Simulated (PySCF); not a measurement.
Ge(F)(OH)2(NH2) (FGeH4NO2), SMILES [NH2][Ge]([OH])([OH])[F].

Coordinates come from a PBE0-D3(BJ)/def2-SVP optimisation. The values are those of a single conformer.

Two levels are set side by side: TDA-PBE/def2-SVPD (PySCF) and TDA-PBE0/def2-SVPD (PySCF). Vertical, same geometry. The lowest singlet is HOMO→LUMO 99 % with PBE and HOMO→LUMO 96 % with the other functional; states are paired by order. Differences are taken from unrounded values.

| quantity | TDA-PBE |
|---|---|
| lowest singlet excitation (eV) | 5.58 |
| lowest triplet excitation (TDA) (eV) | 5.29 |
| first bright state (f over 0.05) (eV) | 6.80 |
| its oscillator strength | 0.06 |

### Question
These are the TDA-PBE values. What does TDA-PBE0 give? (Estimate from the structure and the level; the computed values follow.)

### Answer

```tsv
quantity	TDA-PBE0	TDA-PBE minus TDA-PBE0
lowest singlet excitation (eV)	6.58	-1.00
lowest triplet excitation (TDA) (eV)	6.15	-0.86
first bright state (f over 0.05) (eV)	7.91	-1.10
its oscillator strength	0.09	-0.03
```

Functionals without exact exchange tend to place singlet excitations lower, as here. Differences between two approximate levels are no errors against the true value.

Rough cost on one machine, each run with all the roots and properties that it gave: TDA-PBE0 against TDA-PBE about 3 times.
